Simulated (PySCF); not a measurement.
Al(OMe)(PH2)2 (CH7AlOP2), SMILES C[O][Al]([PH2])[PH2].

Geometry optimised at PBE0-D3(BJ)/def2-SVP. The values are those of a single conformer.

Level of theory: PBE/def2-TZVP (PySCF).

The molecule is in vacuum.

Computed frontier levels, gap, dipole moment and polarisability:
```json
{
  "highest_occupied_level": "-5.85 eV",
  "lowest_empty_level": "-1.61 eV",
  "orbital_gap": "4.24 eV",
  "dipole_moment": "1.39 D",
  "quadrupole, principal values (traceless, Buckingham form, about the centre of nuclear charge)": "-7.27, 0.77, 6.50 D·Å",
  "mean_static_polarisability": "103.1 bohr³ (15.27 Å³)",
  "polarisability_principal_values": "77.5, 104.8, 126.9 bohr³"
}
```
